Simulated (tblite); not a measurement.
Compound: C8H5F3S.
Numbering: `[F:1][C:2]([F:3])([F:4])[CH:5]=[C:6]=[CH:7][c:8]1[cH:9][cH:10][cH:11][s:12]1` (hydrogens: H13 on C5; H14 on C7; H15 on C9; H16 on C10; H17 on C11)

Cartesian coordinates in Å at the GFN2-xTB level; atoms count from 1:
```
atom  x, y, z in Å
F1     4.512   -0.181   -0.187
C2     3.258    0.122    0.190
F3     3.000    1.350   -0.276
F4     3.290    0.225    1.534
C5     2.271   -0.909   -0.267
C6     1.134   -0.590   -0.806
C7     0.005   -0.233   -1.351
C8    -1.215    0.022   -0.628
C9    -1.438    0.007    0.724
C10   -2.768    0.315    1.062
C11   -3.545    0.559   -0.027
S12   -2.668    0.422   -1.494
H13    2.586   -1.928   -0.092
H14   -0.042   -0.124   -2.427
H15   -0.669   -0.215    1.442
H16   -3.133    0.356    2.073
H17   -4.586    0.814   -0.061
```

Computed geometry: GFN2-xTB, gas phase.

Masses are those of the commonest isotopes; rigid-rotor values at the optimised geometry. The values belong to one conformer with, in the numbering `[F:1][C:2]([F:3])([F:4])[CH:5]=[C:6]=[CH:7][c:8]1[cH:9][cH:10][cH:11][s:12]1`, C6–C7–C8–C9 3°.

**Question.** Give the principal moments of inertia and the rotational constants in cm⁻¹.

**Answer.** Ia = 219.93, Ib = 1558.57, Ic = 1660.01 u·Å²; 505379 MHz·u·Å²/I gives 2298, 324.3 and 304.4 MHz, that is A = 0.07665, B = 0.01082, C = 0.01016 cm⁻¹.

**Question.** What kind of rotor is it?

**Answer.** A near-prolate asymmetric top: κ = (2 × 324.3 − 2298 − 304.4)/(2298 − 304.4) = -0.98.

**Question.** Is it planar, by Δ = Ic − Ia − Ib?

**Answer.** Not planar: Δ = Ic − Ia − Ib = -118.49 u·Å². For a rigid frame Δ = −2 Σ m c², so Σ m c² = 59.24 u·Å² lies off the ab plane: 4.56 from hydrogen and 54.68 from heavier atoms. The atom farthest from that plane is 2.00 Å away.

**Question.** Give the other two planar moments, Paa and Pbb, and the rms extents of the mass along the axes.

**Answer.** Paa = Σ m a² = (Ib + Ic − Ia)/2 = 1499.33 and Pbb = Σ m b² = (Ia + Ic − Ib)/2 = 160.69 u·Å². With the mass M = 190.01 u, the rms extents √(P/M) along a, b and c are 2.81, 0.92, 0.56 Å.

**Question.** Where do the levels up to J = 5 lie, in MHz?

**Answer.** Above 0(0,0):
J = 1: 1(0,1) 629, 1(1,1) 2602, 1(1,0) 2622
J = 2: 2(0,2) 1886, 2(1,2) 3840, 2(1,1) 3899, 2(2,1) 9820, 2(2,0) 9820
J = 3: 3(0,3) 3771, 3(1,3) 5696, 3(1,2) 5815, 3(2,2) 11706, 3(2,1) 11707, 3(3,1) 21624, 3(3,0) 21624
J = 4: 4(0,4) 6285, 4(1,4) 8171, 4(1,3) 8369, 4(2,3) 14221, 4(2,2) 14223, 4(3,2) 24139, 4(3,1) 24139, 4(4,1) 38024, 4(4,0) 38024
J = 5: 5(0,5) 9425, 5(1,5) 11264, 5(1,4) 11562, 5(2,4) 17364, 5(2,3) 17369, 5(3,3) 27283, 5(3,2) 27283, 5(4,2) 41168, 5(4,1) 41168, 5(5,1) 59019, 5(5,0) 59019
Those of J = 1 are B + C, A + C and A + B.

Its GFN2-xTB frequencies are all real (lowest 15 cm⁻¹). These are rigid-rotor constants of the computed structure; measured ground-state constants (B0) also hold zero-point vibration.
